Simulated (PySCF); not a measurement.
Molecule: C4H2ISe (charge 0, doublet). It need not be the lowest isomer of its formula. 
Structure (B3LYP-D3(BJ)/def2-TZVP (Ansatz) minimum search):
```xyz
8

I      2.0526    -0.3893     0.0718
C     -0.0365    -0.1755    -0.0101
C     -0.8982    -1.3295    -0.1041
C     -2.1874    -0.9586    -0.1431
Se    -2.5158     0.8684    -0.0691
C     -0.6357     1.0383     0.0222
H     -0.5326    -2.3446    -0.1372
H     -0.1721     2.0079     0.0897
```
Charge 0, spin multiplicity 2.

Dispersion corrections to the total energy (kcal/mol) from the dftd3 and dftd4 libraries through PySCF: D3(BJ) without and D4 with the three-body term, each with the damping fitted for the functional named.

```
functional  D3(BJ)      D4
----------  ------  ------
BP86           ___  -10.50
B2PLYP       -6.54   -5.23
B2GP-PLYP    -6.22   -3.22
PBE          -6.87   -7.46
HF          -53.34     ___
TPSSh        -8.53     ___
TPSS         -9.11  -10.11
```

Q: Complete the blanks.

A: 
- BP86, D3(BJ): -12.72
- HF, D4: -25.41
- TPSSh, D4: -9.14
